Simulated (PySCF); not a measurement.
Er(III) with more and more H2O

Computed with PySCF 2.14.0, TPSS, def2-SVP on the ligands, density fitting, scalar-relativistic core potentials, no spin-orbit coupling, vacuum. The metal has lcecp-1-SVP with ECP57. Each complex is relaxed within the symmetry of its template. Distances are means of the shortest metal–ligand contacts, charges and spins Mulliken's; removal energies are rigid, with the ligand's formal charge and no counterpoise, so too large; for an anion taken off a cation in vacuum most of it is the attraction of opposite charges, and multiply charged cations can part far more cheaply with an electron moved from ligand to metal. lcecp potentials hold a fixed number of 4f electrons in the core, out of states, spins and gaps.

**Question.** Order these by the metal–ligand distance, lowest first.
A. [Er(H2O)4]3+
B. [Er(H2O)3]3+
C. [Er(H2O)2]3+

**Answer.** C (2.191), B (2.229), A (2.256).

**Question.** What else do they give?

**Answer.** 
```csv
complex,point group,M–H2O (Å),charge on M (e),removal of one H2O (eV),unstable modes (below −25 cm⁻¹)
[Er(H2O)2]3+,C1,2.191,2.15,4.59,not given
[Er(H2O)3]3+,D3,2.229,1.87,3.96,not given
[Er(H2O)4]3+,S4,2.256,1.63,3.50,not given
```

The more ligands, the longer each bond and the weaker the last ligand is held.

Moved off a saddle point of the template and relaxed again: [Er(H2O)2]3+, [Er(H2O)3]3+, [Er(H2O)4]3+. One start shape was tried for each, so a minimum needn't be the lowest isomer.
